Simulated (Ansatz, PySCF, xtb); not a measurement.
Breaking a bond: H3B, SMILES B. The B1–H4 bond (B1 also carries H, H; H4 carries nothing else) is stretched with both fragments frozen at the PBE0/def2-TZVP optimised geometry.

Levels of theory: RMP2/3-21G = restricted MP2 (frozen core)/3-21G (PySCF 2.14.0); RKS-B3LYP/6-31G* = PySCF with restricted B3LYP/6-31G*, spherical d; GFN1-xTB (xtb); FCI = full CI/cc-pVDZ, frozen core in Ansatz (a first-principles code).

Energies are in eV, each relative to the lowest point of its own curve near equilibrium.

```csv
R / Å,RMP2/3-21G,RKS-B3LYP/6-31G*,GFN1-xTB,FCI
0.90,1.910,1.825,1.680,1.998
0.97,0.971,0.921,0.791,1.039
1.00,0.690,0.652,0.540,0.750
1.07,0.251,0.234,0.170,0.289
1.12,0.083,0.076,0.044,0.106
1.16,0.017,0.015,0.003,0.027
1.19,0.000,0.000,0.000,0.000
1.24,0.022,0.024,0.037,0.007
1.27,0.059,0.062,0.081,0.036
1.29,0.093,0.097,0.117,0.065
1.38,0.312,0.316,0.338,0.264
1.48,0.640,0.645,0.656,0.577
1.59,1.055,1.061,1.046,0.980
1.76,1.734,1.741,1.674,1.637
1.95,2.486,2.483,2.366,2.334
2.16,3.262,3.233,3.075,2.997
2.39,4.011,3.951,3.748,3.565
2.62,4.640,4.558,4.296,3.971
2.92,5.275,5.200,4.830,4.298
3.22,5.706,5.701,5.191,4.470
3.62,5.982,6.195,—,4.568
4.17,5.880,6.633,—,4.608
```

At the longest distance, 4.17 Å, RKS-B3LYP/6-31G* lies highest above its minimum (6.633 eV) and FCI lowest (4.608 eV).

Dashes: no converged value, or the column stops at the first point that the program doubted or that broke a chosen test of continuity, which isn't proof of a fault.

The restricted form behind RMP2/3-21G, RKS-B3LYP/6-31G* keeps the bonding electrons paired and can't separate into open-shell fragments.
